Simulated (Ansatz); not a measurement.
Molecule: methylgermane, CH$_{6}$Ge, net charge 0, singlet state. 
Structure (B3LYP-D3(BJ)/def2-TZVP (Ansatz, a first-principles code) minimum search):
SMILES: [CH3][GeH3]
```xyz
8

C      1.5702     0.1094     0.0435
Ge    -0.3901    -0.0272    -0.0108
H      2.0058    -0.8449     0.3378
H      1.8746     0.8694     0.7623
H      1.9557     0.3820    -0.9383
H     -0.8245    -1.1012    -1.0263
H     -1.0098     1.3206    -0.4267
H     -0.9391    -0.4126     1.3761
```

Computed values are from Ansatz. Correlated levels leave the core frozen unless marked. Open shells are spin-unrestricted. No spin-orbit coupling. The frozen core is the preceding noble-gas configuration, with the filled d and f shells of earlier blocks. Non-relativistic. Basis-set limits of correlation are two-point, X^-3; Hartree-Fock from the larger set (for Q and 5 zeta extrapolated as (X+1)exp(-9√X)).

Q: What is the dipole moment at CCSD(T)/aug-cc-pVDZ?

A: 0.66 D.

Q: What is the vertical triplet-singlet gap at CCSD(T)/CBS(aug-cc-pVTZ,aug-cc-pVQZ)?

A: 7.66 eV.

Q: What is the vertical ionisation energy (to the doublet) at CCSD(T)/CBS(aug-cc-pVTZ,aug-cc-pVQZ)?

A: 11.37 eV.

Q: What is the T1 diagnostic at CCSD/cc-pV5Z?

A: 0.010.

Q: What is the total energy at CCSD(T)/CBS(cc-pVQZ,cc-pV5Z)?

A: -2117.1739 Eh.
